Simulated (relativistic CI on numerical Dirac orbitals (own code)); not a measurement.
**Radial parameters of Er LXIII**

These numbers are calculated, not measured: Dirac-Coulomb-Breit CI, orbitals from a KLI potential per configuration, a model potential for QED, unscaled Slater integrals (own radial code, finite nucleus).

Slater integrals F^k, G^k are unscaled and averaged over j, outside the closed core 1s2; ζ comes from projecting the Hamiltonian with its Breit term on Σ l·s of the shell.

- 2s²2p²: F^2(2p,2p) = 1.2951e+06, ζ(2p) = 5.3029e+06 cm⁻¹; <r>(2p) = 0.07277, <r^2>(2p) = 0.006443 (bohr units).
- 2s2p³: F^2(2p,2p) = 1.294e+06, G^1(2s,2p) = 1.3848e+06, ζ(2p) = 5.2885e+06 cm⁻¹; <r>(2s) = 0.08275, <r^2>(2s) = 0.008116, <r>(2p) = 0.07283, <r^2>(2p) = 0.006454 (bohr units).
- 2p⁴: F^2(2p,2p) = 1.2922e+06, ζ(2p) = 5.2743e+06 cm⁻¹; <r>(2p) = 0.07293, <r^2>(2p) = 0.006472 (bohr units).

Averages of the first 10 configurations, taken without configuration mixing, which lowers the lowest level and can move excited configurations by several eV; other configurations of the list can lie among them:

| Configuration | Parity | States | Average energy above the lowest level (eV) |
| --- | --- | --- | --- |
| 2s²2p² | even | 15 | 1302.8 |
| 2s2p³ | odd | 40 | 2230.1 |
| 2p⁴ | even | 15 | 3214.1 |
| 2p³3s | odd | 40 | 11053.4 |
| 2p³3p | even | 120 | 11323.7 |
| 2p³3d | odd | 200 | 11539.0 |
| 2s²2p3s | odd | 12 | 9211.5 |
| 2s²2p3p | even | 36 | 9492.1 |
| 2s²2p3d | odd | 60 | 9707.4 |
| 2s2p²3s | even | 60 | 10103.9 |
